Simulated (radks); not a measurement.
The numbers below are computed, except where a source is named.
The copper ion Cu+ inside a hard spherical wall (all orbitals vanish at R), configuration held at [Ar] 3d10 and not refilled when levels cross. Code: a radial shooting solver on a logarithmic mesh with Libxc functionals. Model: scalar-relativistic Kohn-Sham, PBE, spin-unpolarised, spherical densities, point nucleus. Eigenvalues in eV, with the zero of energy where the potential of the charges vanishes at infinity; a dash marks a level that is unbound or too diffuse for the functional's potential to be trusted. A positive occupied level is held by the wall or, in an anion where self-interaction has pushed it up, behind a barrier. The pressure on the wall is -dE/dV.

R (bohr),E (hartree),kinetic (hartree),e(2p),e(3s),e(3p),e(3d),"e(4s, empty)","e(4p, empty)",pressure (GPa)
free,-1654.54974,1679.172,-925.37,-123.32,-80.794,-13.659,-11.892,-6.549,0
15,-1654.54974,1679.172,-925.37,-123.32,-80.794,-13.659,-11.892,-6.549,< 0.0001
12,-1654.54974,1679.172,-925.37,-123.32,-80.794,-13.659,-11.892,-6.548,< 0.0001
10,-1654.54974,1679.172,-925.37,-123.32,-80.794,-13.658,-11.892,-6.537,< 0.0001
8,-1654.54970,1679.173,-925.37,-123.32,-80.790,-13.655,-11.882,-6.448,0.00216
7,-1654.54954,1679.175,-925.35,-123.30,-80.774,-13.639,-11.845,-6.267,0.0171
6,-1654.54855,1679.184,-925.27,-123.23,-80.700,-13.570,-11.688,-5.775,0.138
3,-1654.27940,1680.469,-918.28,-117.23,-74.851,-7.743,1.327,12.966,138
2.5,-1653.79596,1682.445,-910.70,-111.34,-69.102,-1.512,17.004,31.992,611
